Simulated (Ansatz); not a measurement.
Start from `N=C(F)F` and change one atom or group to get `N=[C](F)[GeH3]`.

Ansatz, PBE0-D4/def2-TZVP geometries, multiplicity 1. Each molecule was computed in one conformer, which needn't be the lowest.

Scalar relativity is left out up to krypton.

| property | `N=C(F)F` |
| --- | --- |
| HOMO energy (PBE/def2-TZVPP) / eV | -7.69 |
| HOMO–LUMO gap (PBE/def2-TZVPP) / eV | 6.77 |
| ideal-gas entropy at 298 K and 1 bar (rigid rotor, harmonic PBE0-D4/def2-TZVP) / J/(mol·K) | 267 |
| LUMO energy (ωB97M-V/def2-TZVPP) / eV | 2.64 |
| LUMO energy (PBE0/def2-TZVPP) / eV | 0.26 |
| LUMO energy (PBE/def2-TZVPP) / eV | -0.91 |

**Question.** Give the same properties after the change, and the shifts. (Best estimate.)

**Answer.** The calculation gave: 
| property | `N=[C](F)[GeH3]` | shift |
| --- | --- | --- |
| HOMO energy (PBE/def2-TZVPP) / eV | -6.74 | 0.95 |
| HOMO–LUMO gap (PBE/def2-TZVPP) / eV | 5.08 | -1.69 |
| ideal-gas entropy at 298 K and 1 bar (rigid rotor, harmonic PBE0-D4/def2-TZVP) / J/(mol·K) | 319 | 52 |
| LUMO energy (ωB97M-V/def2-TZVPP) / eV | 1.60 | -1.04 |
| LUMO energy (PBE0/def2-TZVPP) / eV | -0.61 | -0.87 |
| LUMO energy (PBE/def2-TZVPP) / eV | -1.65 | -0.74 |

With PBE0 the HOMO rises by 1.25 eV and the LUMO falls by 0.87 eV, so the gap narrows by about 2.12 eV. PBE moves the HOMO by 0.95 eV and ωB97M-V by 1.40 eV. The zero-point energy changes by 53.8 kJ/mol with +9 modes.
